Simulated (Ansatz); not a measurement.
A nudged elastic band was laid between two geometries of H7N3Si (11 atoms, charge 0, multiplicity 1).

Level of theory: RKS PBE0/cc-pVDZ (Ansatz).

* movable images: 8
* climbing image: no
* spring: 5.0 eV/Å²
* optimiser: quadratic models (default)
* start path: IDPP
* force threshold: 0.03 eV/Å
* iteration limit: 60
* end points: relaxed

Image 0:

```xyz
11
Properties=species:S:1:pos:R:3
N -1.260 0.945 -0.087
Si 0.323 0.214 0.003
N 0.400 -0.337 1.656
N 0.466 -0.976 -1.266
H -1.538 1.324 -0.988
H -1.487 1.615 0.644
H 1.539 1.079 -0.186
H 1.294 -0.731 1.939
H -0.340 -0.975 1.939
H 1.032 -0.733 -2.073
H -0.364 -1.482 -1.559
```

Image 9:

```xyz
11
Properties=species:S:1:pos:R:3
N -1.122 1.213 0.212
Si 0.306 0.207 0.148
N -0.096 -1.137 1.177
N 0.877 -0.555 -1.318
H -1.995 0.803 -0.109
H -1.033 2.151 -0.169
H 1.421 1.144 0.522
H 0.610 -1.862 1.265
H -0.471 -0.906 2.092
H 1.343 0.048 -1.990
H 0.226 -1.164 -1.809
```

Question: What changes between the two ends?

Answer: No bond is made or broken. The dihedral H5–N1–Si2–N3 goes from -179 to -60°.

Question: What energy profile does the band end with?

Answer: It converged. The highest image is number 4 of 0 to 9, 0.090 eV above the first end and 0.130 eV above the last; the last end lies 0.039 eV below the first. No image climbed, so the highest image needn't sit at the top of the path.

```csv
image,path coordinate (Å),energy (eV),dihedral H5–N1–Si2–N3 (°)
0,0.00,0.000,-179
1,0.35,0.006,-172
2,0.69,0.026,-161
3,1.04,0.058,-147
4,1.38,0.090,-132
5,1.73,0.069,-120
6,2.07,0.035,-104
7,2.42,0.000,-88
8,2.77,-0.029,-73
9,3.11,-0.039,-60
```

Question: What is the geometry of the highest image?

Answer: 
```xyz
11
Properties=species:S:1:pos:R:3:forces:R:3
N -1.252 1.011 0.086 0.00 -0.02 -0.02
Si 0.333 0.247 0.103 0.01 0.01 0.00
N 0.308 -0.787 1.487 -0.01 0.05 0.05
N 0.723 -0.671 -1.328 -0.02 0.00 -0.01
H -1.705 0.987 -0.825 0.01 0.01 0.00
H -1.281 1.971 0.421 0.00 -0.01 0.02
H 1.422 1.279 0.201 0.01 -0.01 -0.02
H 1.012 -1.488 1.677 0.00 0.00 -0.01
H -0.581 -0.979 1.931 -0.01 -0.04 -0.01
H 0.952 -0.158 -2.176 0.00 0.00 0.01
H 0.136 -1.469 -1.556 0.00 0.00 0.01
```

Time of the run: 84 s on 2 threads of AMD EPYC 7R13 Processor (Zen 3) (shared host), peak memory 0.23 GiB.
